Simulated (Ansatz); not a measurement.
Steps of a relaxation of C₈H₁₆O₂ (`CC(C)COC(=O)C(C)C`) with RKS PBE0-D4/def2-TZVP.

```sh
$ ansatz run in.yaml --threads 4 --pin off --events-out ev --progress --plain --max-ram 63488MiB --backend cuda --devices 0, --max-vram 37GiB
```

```yaml
crystal:
  periodic: [false, false, false]
  atoms:
    - {symbol: C, position_ang: [-0.817109, -1.677610, -1.724070]}
    - {symbol: C, position_ang: [-0.111450, -0.376168, -2.121882]}
    - {symbol: C, position_ang: [-0.497620, 0.073252, -3.535885]}
    - {symbol: C, position_ang: [-0.401349, 0.745861, -1.129710]}
    - {symbol: O, position_ang: [0.090816, 0.357001, 0.165902]}
    - {symbol: C, position_ang: [-0.157379, 1.222375, 1.185043]}
    - {symbol: O, position_ang: [-0.760101, 2.268491, 1.036301]}
    - {symbol: C, position_ang: [0.413876, 0.701287, 2.499142]}
    - {symbol: C, position_ang: [1.939115, 0.537886, 2.408788]}
    - {symbol: C, position_ang: [-0.276375, -0.607252, 2.915219]}
    - {symbol: H, position_ang: [-0.537484, -1.986769, -0.697918]}
    - {symbol: H, position_ang: [-1.920733, -1.551879, -1.752762]}
    - {symbol: H, position_ang: [-0.554819, -2.502984, -2.416394]}
    - {symbol: H, position_ang: [0.988012, -0.552555, -2.097057]}
    - {symbol: H, position_ang: [-1.586076, 0.284615, -3.604172]}
    - {symbol: H, position_ang: [0.043271, 0.993095, -3.839012]}
    - {symbol: H, position_ang: [-0.266052, -0.715314, -4.279597]}
    - {symbol: H, position_ang: [0.087950, 1.696900, -1.432156]}
    - {symbol: H, position_ang: [-1.491514, 0.955830, -1.057812]}
    - {symbol: H, position_ang: [0.171877, 1.492494, 3.237711]}
    - {symbol: H, position_ang: [2.435460, 1.488602, 2.128242]}
    - {symbol: H, position_ang: [2.205824, -0.225283, 1.650698]}
    - {symbol: H, position_ang: [2.351838, 0.214448, 3.385947]}
    - {symbol: H, position_ang: [-1.375547, -0.483332, 2.987938]}
    - {symbol: H, position_ang: [0.094374, -0.940849, 3.905703]}
    - {symbol: H, position_ang: [-0.068806, -1.412151, 2.181781]}
basis:
  gaussian: {orbitals: def2-TZVP}
hamiltonian: {xc: pbe0, dispersion: d4}
relax: {f_tol: 0.005, max_steps: 150}
```

Positions (Å) and forces (eV/Å) along the path, 6 of 10 steps:

```xyz
26
step=1 energy=-12642.5080 eV
C    -0.817   -1.678   -1.724   -0.129   -0.151    0.065
C    -0.111   -0.376   -2.122    0.292   -0.027    0.074
C    -0.498    0.073   -3.536   -0.103    0.070   -0.192
C    -0.401    0.746   -1.130   -0.216    0.327   -0.031
O     0.091    0.357    0.166   -0.267    0.601    0.249
C    -0.157    1.222    1.185   -0.322    0.386   -0.522
O    -0.760    2.268    1.036    0.690   -1.183    0.205
C     0.414    0.701    2.499   -0.106    0.272    0.133
C     1.939    0.538    2.409    0.216   -0.052   -0.065
C    -0.276   -0.607    2.915   -0.098   -0.217    0.007
H    -0.537   -1.987   -0.698   -0.128    0.148   -0.501
H    -1.921   -1.552   -1.753    0.519   -0.043    0.008
H    -0.555   -2.503   -2.416   -0.112    0.410    0.317
H     0.988   -0.553   -2.097   -0.515    0.070   -0.029
H    -1.586    0.285   -3.604    0.512   -0.105    0.051
H     0.043    0.993   -3.839   -0.246   -0.439    0.168
H    -0.266   -0.715   -4.280   -0.101    0.361    0.378
H     0.088    1.697   -1.432   -0.201   -0.511    0.156
H    -1.492    0.956   -1.058    0.538   -0.157   -0.021
H     0.172    1.492    3.238    0.125   -0.388   -0.334
H     2.435    1.489    2.128   -0.258   -0.443    0.134
H     2.206   -0.225    1.651   -0.131    0.362    0.377
H     2.352    0.214    3.386   -0.239    0.157   -0.460
H    -1.376   -0.483    2.988    0.527   -0.038   -0.041
H     0.094   -0.941    3.906   -0.156    0.195   -0.481
H    -0.069   -1.412    2.182   -0.090    0.397    0.355
26
step=2 energy=-12642.6117 eV
C    -0.815   -1.667   -1.718   -0.016   -0.045    0.026
C    -0.105   -0.375   -2.107    0.016    0.020    0.009
C    -0.497    0.074   -3.510   -0.008    0.014   -0.072
C    -0.401    0.741   -1.123    0.006    0.040    0.021
O     0.094    0.352    0.164   -0.121    0.280    0.140
C    -0.152    1.211    1.173    0.021   -0.134   -0.177
O    -0.749    2.246    1.026    0.099   -0.153    0.044
C     0.412    0.701    2.484   -0.038    0.077   -0.028
C     1.928    0.536    2.397    0.056   -0.009    0.009
C    -0.274   -0.602    2.894   -0.022   -0.054    0.021
H    -0.538   -1.983   -0.706   -0.040    0.035   -0.140
H    -1.906   -1.534   -1.746    0.153   -0.008    0.002
H    -0.560   -2.478   -2.411   -0.035    0.110    0.092
H     0.983   -0.552   -2.086   -0.167    0.030    0.000
H    -1.574    0.282   -3.571    0.151   -0.032    0.020
H     0.038    0.985   -3.808   -0.072   -0.123    0.040
H    -0.269   -0.706   -4.245   -0.032    0.107    0.097
H     0.083    1.680   -1.422   -0.069   -0.149    0.049
H    -1.481    0.937   -1.050    0.169   -0.053   -0.017
H     0.171    1.483    3.216    0.039   -0.120   -0.107
H     2.418    1.476    2.116   -0.066   -0.127    0.037
H     2.195   -0.226    1.655   -0.042    0.105    0.109
H     2.327    0.223    3.370   -0.053    0.044   -0.133
H    -1.361   -0.480    2.961    0.147   -0.017   -0.010
H     0.092   -0.924    3.876   -0.052    0.043   -0.133
H    -0.061   -1.399    2.171   -0.025    0.118    0.102
26
step=4 energy=-12642.6213 eV
C    -0.813   -1.664   -1.715    0.003    0.003    0.000
C    -0.105   -0.375   -2.103   -0.007    0.004    0.000
C    -0.497    0.075   -3.502    0.002   -0.002   -0.002
C    -0.400    0.738   -1.121    0.010   -0.012    0.003
O     0.094    0.353    0.164   -0.007    0.030    0.016
C    -0.148    1.207    1.167   -0.007   -0.054   -0.021
O    -0.743    2.241    1.024    0.003    0.020    0.006
C     0.411    0.699    2.476    0.003    0.011   -0.002
C     1.924    0.536    2.396   -0.002    0.000    0.004
C    -0.273   -0.601    2.886    0.001    0.003   -0.003
H    -0.534   -1.984   -0.711    0.001   -0.003    0.004
H    -1.899   -1.528   -1.737   -0.002    0.001    0.001
H    -0.565   -2.469   -2.411    0.000   -0.003   -0.003
H     0.977   -0.550   -2.084    0.002    0.000    0.000
H    -1.571    0.282   -3.560   -0.002    0.000    0.001
H     0.035    0.983   -3.799    0.001    0.003   -0.001
H    -0.272   -0.701   -4.236    0.000   -0.002   -0.004
H     0.081    1.673   -1.419    0.000    0.004   -0.002
H    -1.475    0.929   -1.048   -0.004    0.000   -0.001
H     0.169    1.478    3.203    0.000    0.001    0.002
H     2.414    1.470    2.112    0.002    0.003   -0.002
H     2.194   -0.229    1.665    0.001   -0.003   -0.001
H     2.318    0.232    3.369    0.003    0.000    0.003
H    -1.356   -0.481    2.947   -0.004    0.000   -0.001
H     0.087   -0.918    3.867    0.001   -0.001    0.003
H    -0.055   -1.396    2.170    0.001   -0.003   -0.002
26
step=7 energy=-12642.6213 eV
C    -0.812   -1.664   -1.715    0.000   -0.001    0.000
C    -0.105   -0.374   -2.104    0.000    0.000    0.000
C    -0.499    0.075   -3.503    0.000    0.000   -0.001
C    -0.399    0.738   -1.121    0.001    0.000   -0.001
O     0.093    0.353    0.164    0.000   -0.002   -0.002
C    -0.147    1.207    1.167    0.004   -0.002    0.002
O    -0.739    2.244    1.024   -0.002    0.006   -0.001
C     0.411    0.699    2.476   -0.001   -0.001    0.001
C     1.924    0.536    2.398    0.000    0.001    0.000
C    -0.273   -0.601    2.885    0.001    0.000    0.002
H    -0.529   -1.986   -0.712    0.000    0.000    0.000
H    -1.898   -1.527   -1.732    0.000    0.000    0.000
H    -0.567   -2.468   -2.413    0.000    0.000    0.000
H     0.978   -0.550   -2.085   -0.001    0.001    0.000
H    -1.572    0.282   -3.559    0.000    0.000    0.000
H     0.032    0.983   -3.800    0.000    0.000    0.000
H    -0.274   -0.701   -4.237    0.000    0.001    0.000
H     0.082    1.673   -1.419    0.000    0.000    0.000
H    -1.475    0.930   -1.050    0.000    0.000    0.000
H     0.168    1.478    3.203    0.000    0.000    0.000
H     2.414    1.469    2.111    0.000    0.000    0.000
H     2.195   -0.231    1.669    0.000    0.000    0.001
H     2.318    0.235    3.372    0.000    0.000    0.000
H    -1.357   -0.483    2.942    0.000   -0.001   -0.001
H     0.085   -0.917    3.868    0.000    0.000    0.000
H    -0.052   -1.397    2.171    0.000   -0.001    0.001
26
step=9 energy=-12642.6214 eV
C    -0.812   -1.664   -1.714    0.000    0.000   -0.001
C    -0.106   -0.374   -2.104    0.000    0.001   -0.001
C    -0.501    0.075   -3.503    0.000    0.000    0.001
C    -0.398    0.738   -1.122    0.001   -0.001    0.001
O     0.092    0.352    0.164   -0.002    0.003   -0.001
C    -0.145    1.208    1.166    0.003   -0.005    0.007
O    -0.730    2.248    1.022   -0.001    0.001   -0.005
C     0.410    0.699    2.476   -0.002   -0.001   -0.002
C     1.924    0.537    2.401    0.000    0.001    0.000
C    -0.273   -0.603    2.883    0.001    0.001    0.000
H    -0.525   -1.988   -0.713    0.000    0.000    0.001
H    -1.898   -1.527   -1.727   -0.001    0.000    0.000
H    -0.570   -2.467   -2.414    0.000    0.000    0.000
H     0.977   -0.550   -2.088    0.000    0.000    0.000
H    -1.575    0.280   -3.558    0.000    0.000    0.000
H     0.029    0.983   -3.801    0.000    0.000    0.000
H    -0.277   -0.702   -4.237    0.000    0.000    0.000
H     0.085    1.673   -1.419    0.000    0.000    0.000
H    -1.474    0.932   -1.051   -0.001    0.000    0.000
H     0.165    1.477    3.203    0.000    0.000    0.001
H     2.413    1.470    2.114    0.000    0.001    0.000
H     2.196   -0.230    1.673    0.000    0.000    0.000
H     2.316    0.237    3.376    0.000    0.000    0.000
H    -1.358   -0.486    2.937   -0.001    0.000    0.000
H     0.082   -0.919    3.867    0.001    0.000    0.000
H    -0.049   -1.398    2.169    0.000   -0.001    0.000
26
step=10 energy=-12642.6214 eV
C    -0.812   -1.664   -1.714    0.000    0.000    0.000
C    -0.106   -0.375   -2.104    0.000    0.001    0.000
C    -0.502    0.075   -3.503    0.000    0.000    0.001
C    -0.398    0.738   -1.122    0.001   -0.001    0.001
O     0.091    0.351    0.164   -0.002    0.003    0.000
C    -0.143    1.208    1.166    0.002   -0.002    0.005
O    -0.726    2.250    1.021    0.001   -0.002   -0.003
C     0.410    0.699    2.476   -0.002    0.000   -0.002
C     1.924    0.538    2.402    0.000    0.000    0.000
C    -0.273   -0.603    2.882    0.000    0.000    0.000
H    -0.524   -1.989   -0.713    0.000    0.000    0.000
H    -1.898   -1.527   -1.726    0.000    0.000    0.000
H    -0.571   -2.467   -2.414    0.000    0.000    0.000
H     0.977   -0.550   -2.088    0.000    0.000    0.000
H    -1.576    0.279   -3.557    0.000    0.000    0.000
H     0.027    0.983   -3.801    0.000    0.000    0.000
H    -0.277   -0.702   -4.237    0.000    0.000    0.000
H     0.086    1.672   -1.419    0.000    0.000    0.000
H    -1.473    0.933   -1.052    0.000    0.000    0.000
H     0.164    1.476    3.203    0.000    0.000    0.001
H     2.413    1.472    2.116    0.000    0.000    0.000
H     2.197   -0.228    1.674    0.000    0.000    0.000
H     2.315    0.238    3.377    0.000    0.000    0.000
H    -1.358   -0.487    2.935    0.000    0.000    0.000
H     0.081   -0.919    3.866    0.000    0.000    0.000
H    -0.048   -1.398    2.168    0.000    0.000    0.000
```

Run time 17 s (4 threads of an AMD EPYC 7R13 on a shared host and a share of an NVIDIA H100 80 GB); peak host memory 1.6 GiB.
